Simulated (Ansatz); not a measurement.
`C=C[SiH2][S][GeH3]` + H₂ → `C=C[SiH3]` + `[SH][GeH3]` at 400 K and 1 bar (hydrogenolysis of the Si–S bond).

Isolated molecules relaxed with PBE0-D4/def2-TZVP in Ansatz; ΔE leaves out vibrations. CCSD(T)/CBS is the MP2 limit (def2-TZVPP, def2-QZVPP) plus CCSD(T) − MP2 in def2-TZVPP, frozen cores. This one scheme is used for every species. For Ge outer-core shells are correlated without core-valence functions, which leaves a few kJ/mol of doubt a bond. Scalar relativity is left out up to krypton. One conformer a species, not always the lowest.

| species | CCSD(T)/CBS energy (Eh) | H − E (kJ/mol) | S (J/(mol·K)) |
| --- | --- | --- | --- |
| `C=C[SiH2][S][GeH3]` | -2843.90672 | 265.8 | 438.7 |
| H₂ | -1.17544 | 38.0 | 139.0 |
| `C=C[SiH3]` | -368.76077 | 199.4 | 311.5 |
| `[SH][GeH3]` | -2476.30083 | 106.6 | 308.1 |

H − E and S are ideal-gas, rigid-rotor, harmonic terms from PBE0-D4/def2-TZVP, for one conformer and one mirror image of each species. The MP2-based limit puts H₂ 0.8 mEh under its directly extrapolated value; such offsets cancel only in part. 1 Eh = 2625.50 kJ/mol, R = 8.31446 J/(mol·K).

Q: By hand: ΔE, ΔH, ΔS and ΔG.

A: ΔE = (-368.76077) + (-2476.30083) − (-2843.90672) − (-1.17544) = 0.02056 Eh = 54.0 kJ/mol. Δ(H − E) = 199.4 + 106.6 − 265.8 − 38.0 = 2.2, so ΔH = 56.2 kJ/mol. ΔS = 311.5 + 308.1 − 438.7 − 139.0 = 41.9 J/(mol·K). ΔG = 56.2 − 400 × (41.9)/1000 = 39.4 kJ/mol.

Q: By hand: the equilibrium constant, and the temperature at which ΔG would vanish if ΔH and ΔS stayed fixed.

A: log₁₀ K = −ΔG/(RT ln 10) = -5.1. ΔG = 0 at ΔH/ΔS = 1341 K.

ΔH outweighs TΔS. A doubt of 5 kJ/mol in ΔE shifts log₁₀ K by 0.7 here. Other conformers and mirror images would add mixing entropy, several J/(mol·K) or more a flexible species. Modes under 60 cm⁻¹, often nearly free rotors, make the harmonic entropy too high. These are equilibria of isolated gas molecules and say nothing of rates. Largest T1 diagnostic: 0.012 (customary marks: 0.02 for closed shells, 0.045 for open ones).
